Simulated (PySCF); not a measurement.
Run record: geometry optimisation, `O=C=[N][Nb]([N]=C=O)([N]=C=O)[N]=C=O` (Nb(NCO)4) [radical].

Computed with PBE0-D3(BJ)/def2-SVP geometry optimisation, gas phase, def2 core potentials past Kr (PySCF 2.14.0). Start geometry: GFN2-xTB. A driver script takes a list of jobs; this job's settings line and coordinates (Å) are shown.

Input:
```
{"job": {"xc": "PBE0", "basis": "def2-SVP", "d3": "d3bj", "grid": 1, "maxiter": 30, "shake": 0.03, "kind": "geom"}, "charge": 0, "multiplicity": 2}
Nb     0.062410    -0.073620     0.008430
N      0.225520    -0.560390     1.851100
C      0.264510    -0.789710     3.003430
O      0.520710    -1.029010     4.142560
N      1.858570     0.502320    -0.310560
C      3.011240     0.747810    -0.520600
O      4.164800     0.957220    -0.722580
N     -0.696620     1.389850    -1.200330
C     -1.245920     2.289960    -1.741760
O     -1.718270     3.121440    -2.389500
N     -1.389970    -1.348250    -0.380510
C     -2.091370    -2.223000    -0.694650
O     -2.934990    -3.036730    -1.022830
```

Q: Give the output.

A: 
```
step   0  E = -728.23245220  max force = 0.127837
step   1  E = -728.25586191  max force = 0.044899
step   2  E = -728.26407615  max force = 0.010233
step   3  E = -728.26819202  max force = 0.016254
step   4  E = -728.27084738  max force = 0.014273
step   5  E = -728.27173887  max force = 0.006041
step   6  E = -728.27206270  max force = 0.001977
step   7  E = -728.27216545  max force = 0.002765
step   8  E = -728.27230091  max force = 0.002992
step   9  E = -728.27239756  max force = 0.002576
step  10  E = -728.27248743  max force = 0.000914
step  11  E = -728.27251480  max force = 0.000413
step  12  E = -728.27253758  max force = 0.000487
step  13  E = -728.27254820  max force = 0.000279
optimisation converged
```

Energies in Eh; «max force» is the largest Cartesian gradient component in Eh/bohr.

Q: How much energy does the optimisation release, in eV?

A: E(step 0) − E(last step) = 0.040096 Eh, which is 1.091 eV.

Q: Give the first gradient maximum in eV/Å.

A: With 1 Eh/bohr = 51.422 eV/Å, 6.574 eV/Å.

Summary of the converged run: final energy -728.27255 Eh after 13 steps; dipole 0.05 D.

Q: Where do the atoms end?

A: 0.595 Å rms from the input after alignment:
```
atom  x, y, z in Å
Nb1   -0.0031   -0.0055    0.0338
N2     0.0096   -0.1811    1.9874
C3     0.0352   -0.3019    3.1915
O4     0.0581   -0.4178    4.3502
N5     1.8834    0.1433   -0.4808
C6     3.0431    0.2393   -0.8140
O7     4.1595    0.3324   -1.1330
N8    -0.8746    1.5586   -0.7634
C9    -1.3998    2.5089   -1.2983
O10   -1.9070    3.4242   -1.8093
N11   -1.0297   -1.5391   -0.6305
C12   -1.6659   -2.4623   -1.0868
O13   -2.2784   -3.3510   -1.5246
```

The run took 16 min on an Arm Neoverse V2 with one thread, on a shared host, and the process peaked at 1.2 GiB of memory.
Labels such as C1 count atoms from 1, the log's own numbers from 0.
